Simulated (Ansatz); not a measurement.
Reaction (cleavage of the Si–B bond): `NB([SiH3])CF` + `N[Si](N)(O)O` → `N[Si](N)(O)O[SiH3]` + `NBCF`

Program: Ansatz. Geometries: PBE0-D4/def2-TZVP. ΔE: electronic, gas phase. CBS: MP2 limit from def2 TZ/QZ plus the TZ coupled-cluster correction, frozen cores. DFT in def2-TZVPP. One conformer a species, not always the lowest.

```json
{"level": "ωB97M-V", "ΔE (kJ/mol)": "-123.7"}
{"level": "HF/def2-TZVPP", "ΔE (kJ/mol)": "-150.5"}
```

**Question.** What does CCSD(T)/CBS give? (Best estimate.)

**Answer.** Computed: -122.5 kJ/mol. The listed levels differ from it by -1.2, -28.0 kJ/mol.

Largest T1 diagnostic among the species: 0.013.

From PBE to PBE0 (25 % exact exchange), in def2-TZVPP and without D4, ΔE moves by −8.9 kJ/mol. In def2-TZVPP, CCSD(T) changes the Hartree–Fock value by +28.0 kJ/mol (the triples alone add +3.8 kJ/mol) and MP2 by +22.0 kJ/mol.
